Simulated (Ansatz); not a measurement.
The lowest singlet and triplet of SiH2 (SMILES [SiH2]); geometries from B3LYP-D3(BJ)/def2-TZVP, each state relaxed from the structure named, with no frequency check.
Singlet at the triplet's geometry (charge 0, multiplicity 1):
| atom | x (Å) | y (Å) | z (Å) |
|---|---|---|---|
| Si | -0.0003 | 0.0950 | 0.0000 |
| H | -1.2738 | -0.6683 | 0.0000 |
| H | 1.2775 | -0.6611 | 0.0000 |

A positive gap puts the triplet lower; no zero-point energy. R- takes a restricted singlet. The triplet is unrestricted in single-reference levels. Active spaces average the two states.

Cores are frozen in the correlated methods.

The values were computed with Ansatz (a quantum-chemistry and plane-wave program). Values without a source in brackets are computed.

R-PBE/def2-TZVPP gives -21.2 kJ/mol for the gap E(singlet) − E(triplet), vertical, at the triplet's geometry.

Task: Predict the shift from PBE, with its sign, for: R-r2SCAN/def2-TZVPP, R-PBE0/def2-TZVPP, R-wB97M-V/def2-TZVPP, R-B2PLYP/def2-TZVPP, R-MP2/cc-pV(Q+d)Z, R-CCSD(T)/cc-pV(Q+d)Z, SC-NEVPT2 on SA-CASSCF(6,6)/cc-pV(Q+d)Z, FIC-MRCISD+Q on SA-CASSCF(6,6)/cc-pV(Q+d)Z, FCI/cc-pV(D+d)Z.

Result: R-r2SCAN/def2-TZVPP 22.4; R-PBE0/def2-TZVPP 3.9; R-wB97M-V/def2-TZVPP -34.9; R-B2PLYP/def2-TZVPP -18.1; R-MP2/cc-pV(Q+d)Z -7.5; R-CCSD(T)/cc-pV(Q+d)Z -22.4; SC-NEVPT2 on SA-CASSCF(6,6)/cc-pV(Q+d)Z -25.2; FIC-MRCISD+Q on SA-CASSCF(6,6)/cc-pV(Q+d)Z -22.2; FCI/cc-pV(D+d)Z -14.9 kJ/mol. 2 of 9 lie above PBE; the widest gap is to R-wB97M-V/def2-TZVPP.

Doubts at one or more of the structures used: a restricted determinant that unrestricted orbitals would lower (R-PBE/def2-TZVPP, R-r2SCAN/def2-TZVPP, R-PBE0/def2-TZVPP, R-B2PLYP/def2-TZVPP, R-MP2/cc-pV(Q+d)Z, R-CCSD(T)/cc-pV(Q+d)Z).
